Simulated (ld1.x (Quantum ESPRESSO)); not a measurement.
What the settings do to the TM potential of manganese

Base potential:

```json
{
 "Element": "manganese",
 "Generator": "ld1.x (Quantum ESPRESSO) 7.5",
 "Type": "norm-conserving Troullier–Martins (Kleinman–Bylander form)",
 "Functional": "BP86",
 "Relativity": "scalar-relativistic",
 "Frozen core": "[Ne]",
 "Valence charge": "15",
 "Reference configuration": "3s2 3p6 3d5.5 4s1.5 4p0",
 "Partial waves": "3p (bound): rc 1.45 bohr; 3d (bound): rc 1.65 bohr; 3s (bound): rc 1.05 bohr",
 "Local potential": "the s channel",
 "Core correction": "Bessel-smoothed model core, default radius (core density twice the valence density)"
}
```

Occupied shells without a wave of their own: 4s. They enter only through the test configuration that unscreens the potential, and ld1.x also counts them in the model core charge.

All-electron outer shells of the reference configuration (BP86, scalar-relativistic, ld1.x):

| shell | level (eV) | outermost node (bohr) | outermost maximum (bohr) |
| --- | --- | --- | --- |
| 2s | -741.72 | 0.08 | 0.23 |
| 2p | -627.95 | – | 0.19 |
| 3s | -83.65 | 0.34 | 0.74 |
| 3p | -52.45 | 0.31 | 0.75 |
| 3d | -5.04 | – | 0.76 |
| 4s | -4.76 | 1.06 | 2.57 |
| 4p | -1.22 | 1.17 | 3.60 |

Cutoffs, loose and tight: the cutoffs (Ry, on a coarse ladder) from which the occupation-weighted sum of valence levels, in a spherical-Bessel basis at the reference potential, stays within 10 and 1 mRy of its value at 400 Ry. They do not see the model core or the augmentation charge, which bear on the density cutoff. Test errors are all-electron minus pseudo excitation energies from the reference, over the configurations 3s2 3p6 3d5 4s2 4p0; 3s2 3p6 3d5 4s1 4p0; 3s2 3p6 3d5 4s0 4p0; 3s2 3p6 3d5 4s0 4p2; 3s2 3p6 3d4 4s2 4p0; 3s2 3p6 3d6 4s1 4p0; 3s2 3p5 3d5 4s2 4p0. A dash means not determined; rows that change the core or the reference have their own tests.

With those shells counted twice in exchange and correlation these files are broken, and their errors move erratically; no question is asked of them.

```tsv
change	outcome	cutoff, loose	cutoff, tight	bound ghosts	largest test error (meV)
base	generated, misses its reference levels by 0.15 eV	140 Ry	200 Ry	none	-1063
wave 3d (bound): rc 1.65 bohr becomes 3d (bound): rc 1.02 bohr	generated, misses its reference levels by 0.15 eV	180 Ry	260 Ry	none	-1059
wave 3d (bound): rc 1.65 bohr becomes 3d (bound): rc 1.24 bohr	generated, misses its reference levels by 0.15 eV	140 Ry	230 Ry	none	-1059
wave 3d (bound): rc 1.65 bohr becomes 3d (bound): rc 1.40 bohr	generated, misses its reference levels by 0.15 eV	140 Ry	230 Ry	none	-1060
wave 3d (bound): rc 1.65 bohr becomes 3d (bound): rc 1.64 bohr	generated, misses its reference levels by 0.15 eV	140 Ry	200 Ry	none	-1063
wave 3d (bound): rc 1.65 bohr becomes 3d (bound): rc 1.78 bohr	generated, misses its reference levels by 0.15 eV	140 Ry	200 Ry	none	-1064
wave 3d (bound): rc 1.65 bohr becomes 3d (bound): rc 2.00 bohr	generated, misses its reference levels by 0.15 eV	140 Ry	200 Ry	none	-1067
wave 3d (bound): rc 1.65 bohr becomes 3d (bound): rc 2.10 bohr	generated, misses its reference levels by 0.15 eV	140 Ry	200 Ry	none	-1068
wave 3d (bound): rc 1.65 bohr becomes 3d (bound): rc 2.34 bohr	generated, misses its reference levels by 0.15 eV	140 Ry	200 Ry	none	-1072
wave 3d (bound): rc 1.65 bohr becomes 3d (bound): rc 2.50 bohr	generated, misses its reference levels by 0.15 eV	140 Ry	200 Ry	none	-1073
```

Reading the sweep of the d radius (base included, trends over the rows without a ghost): The loose cutoff falls from 180 Ry at 1.02 to 140 Ry at 2.5 bohr. A larger radius leaves more room for a smooth pseudo-wave, so fewer plane waves are needed; a smaller one forces it to follow the all-electron wave where it bends sharply. The median size of the test errors (rows with all tests solved) rises from 157.1 meV at 1.02 to 298.5 meV at 2.5 bohr. More of the atom is replaced by a form fitted at one configuration, so other configurations suffer as the radius grows.
